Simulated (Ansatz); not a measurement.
Ansatz (a program for electronic structure) input (B3LYP-D3(BJ)/def2-TZVP):

Ansatz 0.2 input:
```yaml
crystal:
  periodic: [false, false, false]
  atoms:
    - {symbol: Si, position_ang: [0.02215711, -0.33186367, -0.14374863]}
    - {symbol: O, position_ang: [1.57238867, -0.27774281, -0.21881858]}
    - {symbol: F, position_ang: [-0.64318888, -0.11153209, 1.35865699]}
    - {symbol: F, position_ang: [-0.78895656, 0.87464696, -0.94054261]}
basis:
  gaussian:
    orbitals: def2-TZVP
hamiltonian:
  xc: b3lyp
  dispersion: d3bj
total_charge: -1
magnetization: {spin_polarized: true, initial_magnetization: 1}
phonons: {temperatures: {t_min: 298.15, t_max: 298.15, t_step: 100}}
```

Output:

```
Functional definition: B3LYP
integrals: 0.04 GiB planned
724 factors; their error is unknown
mean field: 0.52 GiB planned
mean field evaluation 1: about -15363.0353 eV, gradient 3.3e1 eV
mean field evaluation 2: about -15321.0338 eV, gradient 1.0e2 eV
mean field evaluation 4: about -15367.2841 eV, gradient 1.8e0 eV
mean field evaluation 8: about -15367.3454 eV, gradient 1.3e-1 eV
mean field evaluation 16: about -15367.3454 eV, gradient 5.0e-5 eV
mean field -15367.34542145 eV, -564.7395278774 hartree, gradient 9.7e-6 eV, S^2 0.752535; 0 other end points of the search recorded, 0 dependent functions left out
the calculation of the forces begins
reference -15367.34562000 eV, -564.7395351739 hartree; 21, 20 occupied and 109, 110 virtual orbitals, 724 factors
these checks for a lower state are left out or cut short: stability, starts, cluster_reference, orbital_swaps, neighbouring_geometries, increment
integrals: 0.04 GiB planned
724 factors; their error is unknown
mean field: 0.52 GiB planned
mean field -15367.34535958 eV, -564.7395256038 hartree, gradient 2.1e-6 eV, S^2 0.752519; 0 other end points of the search recorded, 0 dependent functions left out
the calculation of the forces begins
reference -15367.34555814 eV, -564.7395329006 hartree; 21, 20 occupied and 109, 110 virtual orbitals, 724 factors
these checks for a lower state are left out or cut short: stability, starts, cluster_reference, orbital_swaps, neighbouring_geometries, increment
integrals: 0.04 GiB planned
724 factors; their error is unknown
mean field: 0.52 GiB planned
mean field evaluation 32: about -15367.3454 eV, gradient 1.8e-6 eV
mean field -15367.34535357 eV, -564.7395253828 hartree, gradient 1.8e-6 eV, S^2 0.752551; 0 other end points of the search recorded, 0 dependent functions left out
the calculation of the forces begins
reference -15367.34555211 eV, -564.7395326790 hartree; 21, 20 occupied and 109, 110 virtual orbitals, 724 factors
these checks for a lower state are left out or cut short: stability, starts, cluster_reference, orbital_swaps, neighbouring_geometries, increment
integrals: 0.04 GiB planned
724 factors; their error is unknown
mean field: 0.52 GiB planned
mean field -15367.34529163 eV, -564.7395231066 hartree, gradient 2.7e-6 eV, S^2 0.752518; 0 other end points of the search recorded, 0 dependent functions left out
the calculation of the forces begins
reference -15367.34549014 eV, -564.7395304018 hartree; 21, 20 occupied and 109, 110 virtual orbitals, 724 factors
these checks for a lower state are left out or cut short: stability, starts, cluster_reference, orbital_swaps, neighbouring_geometries, increment
integrals: 0.04 GiB planned
724 factors; their error is unknown
mean field: 0.52 GiB planned
mean field -15367.34529137 eV, -564.7395230970 hartree, gradient 2.4e-6 eV, S^2 0.752552; 0 other end points of the search recorded, 0 dependent functions left out
the calculation of the forces begins
reference -15367.34548995 eV, -564.7395303949 hartree; 21, 20 occupied and 109, 110 virtual orbitals, 724 factors
these checks for a lower state are left out or cut short: stability, starts, cluster_reference, orbital_swaps, neighbouring_geometries, increment
integrals: 0.04 GiB planned
724 factors; their error is unknown
mean field: 0.52 GiB planned
mean field -15367.34540748 eV, -564.7395273640 hartree, gradient 2.0e-6 eV, S^2 0.752541; 0 other end points of the search recorded, 0 dependent functions left out
the calculation of the forces begins
reference -15367.34560604 eV, -564.7395346610 hartree; 21, 20 occupied and 109, 110 virtual orbitals, 724 factors
these checks for a lower state are left out or cut short: stability, starts, cluster_reference, orbital_swaps, neighbouring_geometries, increment
integrals: 0.04 GiB planned
724 factors; their error is unknown
mean field: 0.52 GiB planned
mean field -15367.34542159 eV, -564.7395278827 hartree, gradient 9.6e-7 eV, S^2 0.752529; 0 other end points of the search recorded, 0 dependent functions left out
the calculation of the forces begins
reference -15367.34562013 eV, -564.7395351788 hartree; 21, 20 occupied and 109, 110 virtual orbitals, 724 factors
these checks for a lower state are left out or cut short: stability, starts, cluster_reference, orbital_swaps, neighbouring_geometries, increment
integrals: 0.04 GiB planned
724 factors; their error is unknown
mean field: 0.52 GiB planned
mean field evaluation 64: about -15367.3454 eV, gradient 1.4e-6 eV
mean field -15367.34535908 eV, -564.7395255855 hartree, gradient 1.4e-6 eV, S^2 0.752551; 0 other end points of the search recorded, 0 dependent functions left out
the calculation of the forces begins
reference -15367.34555764 eV, -564.7395328824 hartree; 21, 20 occupied and 109, 110 virtual orbitals, 724 factors
these checks for a lower state are left out or cut short: stability, starts, cluster_reference, orbital_swaps, neighbouring_geometries, increment
integrals: 0.04 GiB planned
724 factors; their error is unknown
mean field: 0.52 GiB planned
mean field -15367.34533345 eV, -564.7395246435 hartree, gradient 1.7e-6 eV, S^2 0.752519; 0 other end points of the search recorded, 0 dependent functions left out
the calculation of the forces begins
reference -15367.34553199 eV, -564.7395319398 hartree; 21, 20 occupied and 109, 110 virtual orbitals, 724 factors
these checks for a lower state are left out or cut short: stability, starts, cluster_reference, orbital_swaps, neighbouring_geometries, increment
integrals: 0.04 GiB planned
724 factors; their error is unknown
mean field: 0.52 GiB planned
mean field -15367.34539596 eV, -564.7395269407 hartree, gradient 2.0e-6 eV, S^2 0.752536; 0 other end points of the search recorded, 0 dependent functions left out
the calculation of the forces begins
reference -15367.34559453 eV, -564.7395342379 hartree; 21, 20 occupied and 109, 110 virtual orbitals, 724 factors
these checks for a lower state are left out or cut short: stability, starts, cluster_reference, orbital_swaps, neighbouring_geometries, increment
integrals: 0.04 GiB planned
724 factors; their error is unknown
mean field: 0.52 GiB planned
mean field -15367.34541219 eV, -564.7395275372 hartree, gradient 1.4e-6 eV, S^2 0.752534; 0 other end points of the search recorded, 0 dependent functions left out
the calculation of the forces begins
reference -15367.34561072 eV, -564.7395348331 hartree; 21, 20 occupied and 109, 110 virtual orbitals, 724 factors
these checks for a lower state are left out or cut short: stability, starts, cluster_reference, orbital_swaps, neighbouring_geometries, increment
integrals: 0.04 GiB planned
724 factors; their error is unknown
mean field: 0.52 GiB planned
mean field -15367.34541072 eV, -564.7395274830 hartree, gradient 2.3e-6 eV, S^2 0.752539; 0 other end points of the search recorded, 0 dependent functions left out
the calculation of the forces begins
reference -15367.34560927 eV, -564.7395347798 hartree; 21, 20 occupied and 109, 110 virtual orbitals, 724 factors
these checks for a lower state are left out or cut short: stability, starts, cluster_reference, orbital_swaps, neighbouring_geometries, increment
integrals: 0.04 GiB planned
724 factors; their error is unknown
mean field: 0.52 GiB planned
mean field -15367.34541910 eV, -564.7395277911 hartree, gradient 1.3e-6 eV, S^2 0.752531; 0 other end points of the search recorded, 0 dependent functions left out
the calculation of the forces begins
reference -15367.34561764 eV, -564.7395350875 hartree; 21, 20 occupied and 109, 110 virtual orbitals, 724 factors
these checks for a lower state are left out or cut short: stability, starts, cluster_reference, orbital_swaps, neighbouring_geometries, increment
integrals: 0.04 GiB planned
724 factors; their error is unknown
mean field: 0.52 GiB planned
mean field evaluation 96: about -15367.2980 eV, gradient 1.3e-1 eV
mean field -15367.34537695 eV, -564.7395262422 hartree, gradient 1.3e-6 eV, S^2 0.752538; 0 other end points of the search recorded, 0 dependent functions left out
the calculation of the forces begins
reference -15367.34557546 eV, -564.7395335373 hartree; 21, 20 occupied and 109, 110 virtual orbitals, 724 factors
these checks for a lower state are left out or cut short: stability, starts, cluster_reference, orbital_swaps, neighbouring_geometries, increment
integrals: 0.04 GiB planned
724 factors; their error is unknown
mean field: 0.52 GiB planned
mean field -15367.34534671 eV, -564.7395251310 hartree, gradient 2.3e-6 eV, S^2 0.752531; 0 other end points of the search recorded, 0 dependent functions left out
the calculation of the forces begins
reference -15367.34554530 eV, -564.7395324290 hartree; 21, 20 occupied and 109, 110 virtual orbitals, 724 factors
Total energy: -15367.44345303 eV, -564.7431304714 hartree
Atom 0 at     0.022157    -0.331864    -0.143749 Å, force     0.000158     0.001330     0.000561 eV/Å
Atom 1 at     1.572389    -0.277743    -0.218819 Å, force    -0.000235    -0.000411    -0.000161 eV/Å
Atom 2 at    -0.643189    -0.111532     1.358657 Å, force     0.000110    -0.000944     0.000928 eV/Å
Atom 3 at    -0.788957     0.874647    -0.940543 Å, force    -0.000033     0.000024    -0.001328 eV/Å
Dipole moment:    -0.538622     0.076161     0.066815 e Å
Vibrations: 299.17 300.30 405.89 706.39 737.02 1113.89 cm⁻¹, zero-point energy 0.220857 eV
```
